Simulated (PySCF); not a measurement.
## How methods differ on the interval between two levels of Sc

Sc [Ar] 3d1 4s2 [2D5/2, M_J = 5/2] → Sc [Ar] 4s2 5s1 [2S1/2, M_J = 1/2], as a difference of total energies. All numbers are calculated (PySCF 2.14, the two-component X2C-1e Hamiltonian, in x2c-SVPall-2c with one added diffuse shell each of s, d type (6s5p4d1f, 48 functions)). Correlated levels: [Ne] frozen; the 6 highest virtual spinors dropped. "Screened" scales the spin-orbit matrix elements by Boettger's factors to mimic the two-electron term; Breit and QED terms are absent.

| method | interval between two levels (cm⁻¹) |
| --- | --- |
| GHF (spin-free) | 43699 |
| GMP2 (spin-free) | 42525 |
| GHF (screened spin-orbit) | 43626 |
| GMP2 (screened spin-orbit) | 42451 |
